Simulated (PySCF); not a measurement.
**Electron correlation in Kr⁺ (krypton, charge +1)**

[Ar] 3d10 4s2 4p4 4d1, one real determinant (an excited configuration). Computed with PySCF 2.14 in aug-cc-pVQZ-PP with ECP10MDF, with scalar relativity through the core potential. Frozen: 3s2 3p6 3d10; 7 electrons correlated.

```tsv
level	correlation energy (mhartree)
CCSD	-153.52
(T)	-6.01
CCSD(T)	-159.53
```

Diagnostics: T1 = 0.0078, D1 = 0.0219, largest double amplitude 0.095.

The real determinant used has ⟨L²⟩ near 8 against 12 for a pure F term, so it mixes terms. The outer electron is Rydberg-like, and this basis confines it to a smaller radius and binds it less than a complete one would.

Cost of the coupled-cluster step: of the order of 16 core-seconds, for 7 correlated electrons.

The reference is one real determinant that mixes LS terms of this configuration.
